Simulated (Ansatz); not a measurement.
The lowest singlet and triplet of P2 (SMILES P#P); geometries from B3LYP-D3(BJ)/def2-TZVP, each state relaxed from the structure named, with no frequency check.
Singlet at the triplet's geometry (charge 0, multiplicity 1):
```xyz
2

P      0.000     0.000    -1.035
P      0.000     0.000     1.035
```

A positive gap puts the triplet lower; no zero-point energy. Active spaces average the two states.

Correlated levels freeze the cores.

Codes used: Ansatz (a first-principles code) with Gaussian orbitals. Each number belongs to the level named beside it.

Task: Predict the gap E(singlet) − E(triplet), vertical, at the triplet's geometry from FIC-NEVPT4(SD) on SA-CASSCF(10,8)/cc-pV(T+d)Z.

Result: -43.7 kcal/mol

Task: Predict the gap E(singlet) − E(triplet), vertical, at the triplet's geometry from FIC-NEVPT4(SD) on SA-CASSCF(10,8)/cc-pV(D+d)Z.

Result: -43.1 kcal/mol

Task: Estimate the gap E(singlet) − E(triplet), vertical, at the triplet's geometry that FIC-MRCISD+Q on SA-CASSCF(10,8)/cc-pV(Q+d)Z returns for this input.

Result: -44.8 kcal/mol
